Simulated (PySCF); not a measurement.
Tert-butyl chloride, C4H9Cl, SMILES CC(C)(C)Cl, CAM-B3LYP/def2-SVP optimised geometry.

```
14

C      0.67    -1.33     1.26
C      0.15     0.09     1.21
C     -1.37     0.14     1.26
C      0.69     0.85     0.00
Cl     0.76     0.95     2.70
H      0.32    -1.89     0.37
H      1.77    -1.35     1.27
H      0.31    -1.85     2.16
H     -1.75    -0.37     2.16
H     -1.74     1.18     1.26
H     -1.79    -0.37     0.37
H      0.34     0.36    -0.93
H      1.79     0.85     0.00
H      0.35     1.89     0.00
```

Density from CAM-B3LYP/def2-TZVP (PySCF 2.14.0) at that geometry.

Minimum of the electron density along straight lines between bonded atoms, close to the bond critical point (lines longer than 1.1 times the sum of covalent radii, or with two minima, are not listed):

```csv
bond,length / Å,ρ at the minimum / e bohr⁻³,∇²ρ there / e bohr⁻⁵,position (fraction from the first atom)
C1–C2,1.522,0.255,-0.66,0.49
C2–C3,1.522,0.255,-0.66,0.51
C2–C4,1.522,0.255,-0.66,0.51
C2–Cl5,1.832,0.168,-0.20,0.42
C1–H6,1.102,0.272,-0.92,0.64
C1–H7,1.099,0.275,-0.94,0.64
C1–H8,1.099,0.275,-0.94,0.64
C3–H9,1.099,0.275,-0.94,0.64
C3–H10,1.099,0.275,-0.94,0.64
C3–H11,1.102,0.272,-0.92,0.64
C4–H12,1.102,0.272,-0.92,0.64
C4–H13,1.099,0.275,-0.94,0.64
C4–H14,1.099,0.275,-0.94,0.64
```
